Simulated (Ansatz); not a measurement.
Ideal-gas functions of `[NH2][Ti]([NH2])([F])[F]` at 500 K and 1 bar, from an Ansatz frequency run at PBE0-D4/def2-TZVP.

Molar mass 117.91 g/mol, point group Cs (symmetry number 1), electronic degeneracy 1, moments of inertia 160.551, 161.131, 164.925 u Å². Harmonic wavenumbers (cm⁻¹, unscaled): 106, 181, 198, 204, 215, 255, 292, 401, 447, 519, 545, 683, 743, 770, 773, 1521, 1524, 3556, 3566, 3660, 3676.

Use S(trans) = R[1.5 ln M + 2.5 ln T − 1.1517]; rotational temperatures θ = 24.2544 K / I; S(rot) = R[ln(√π/σ · √(T³/θAθBθC)) + 1.5]; for each mode x = 1.438777 ν̃/T, S = R[x/(eˣ − 1) − ln(1 − e⁻ˣ)] and H = RT x/(eˣ − 1); 1 cm⁻¹ = 0.0119627 kJ/mol; R = 8.31446 J/(mol·K).

By hand: the entropy, in J/(mol·K).

Translation 179.1. Rotation: θ = 0.1511, 0.1505, 0.1471 K, giving 118.4. Vibration, mode by mode: 18.22, 13.83, 13.10, 12.86, 12.44, 11.07, 10.00, 7.57, 6.77, 5.71, 5.38, 3.92, 3.42, 3.22, 3.19, 0.57, 0.56, 0.00, 0.00, 0.00, 0.00, in all 131.8. Electronic 0.0. Sum 429.3 J/(mol·K).

By hand: H − E and G − E in kJ/mol, counted from the electronic energy.

Zero-point energy ½ × 23835 × 0.0119627 = 142.6; thermal vibration 34.3; translation, rotation and pV give 4 RT = 16.6. H − E = 193.5 kJ/mol, and G − E = 193.5 − 500 × 429.3/1000 = -21.2 kJ/mol.

Vibration gives 31 % of the entropy, 18.2 J/(mol·K) of it from the mode under 150 cm⁻¹: soft modes count most, and the harmonic formula is weakest for them. The sum counts one conformer and one mirror image; others add a mixing term.
